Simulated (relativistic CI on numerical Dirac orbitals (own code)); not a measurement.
Radial parameters of Ir68+

These numbers are calculated, not measured: Dirac-Coulomb-Breit CI, orbitals from a KLI potential per configuration, model QED, unscaled Slater integrals (own radial code, finite nucleus).

Slater integrals F^k, G^k are unscaled and averaged over j, outside the closed core 1s2; ζ comes from projecting the Hamiltonian with its Breit term on Σ l·s of the shell.

- 2s2 2p5: ζ(2p) = 8.9776e+06 cm⁻¹; <r>(2p) = 0.06402, <r^2>(2p) = 0.005015 (bohr units).
- 2s2 2p4 3s: F^2(2p,2p) = 1.4673e+06, ζ(2p) = 9.0773e+06, G^1(2p,3s) = 159610 cm⁻¹; <r>(2p) = 0.06371, <r^2>(2p) = 0.004965, <r>(3s) = 0.1701, <r^2>(3s) = 0.03314 (bohr units).
- 2p6 3p: ζ(3p) = 2.5399e+06 cm⁻¹; <r>(3p) = 0.1664, <r^2>(3p) = 0.03214 (bohr units).

Averages of the first 10 configurations, taken without configuration mixing, which lowers the lowest level and can move excited configurations by several eV; other configurations of the list can lie among them:

| Configuration | Parity | States | Average energy above the lowest level (eV) |
| --- | --- | --- | --- |
| 2s2 2p5 | odd | 6 | 557.9 |
| 2s 2p6 | even | 2 | 2183.3 |
| 2p6 3s | even | 2 | 13551.5 |
| 2s2 2p4 3s | even | 30 | 10308.3 |
| 2p6 3p | odd | 6 | 14001.2 |
| 2s2 2p4 3p | odd | 90 | 10770.6 |
| 2p6 3d | even | 10 | 14380.0 |
| 2s2 2p4 3d | even | 150 | 11149.6 |
| 2s 2p5 3s | odd | 24 | 11897.2 |
| 2s 2p5 3p | even | 72 | 12353.2 |
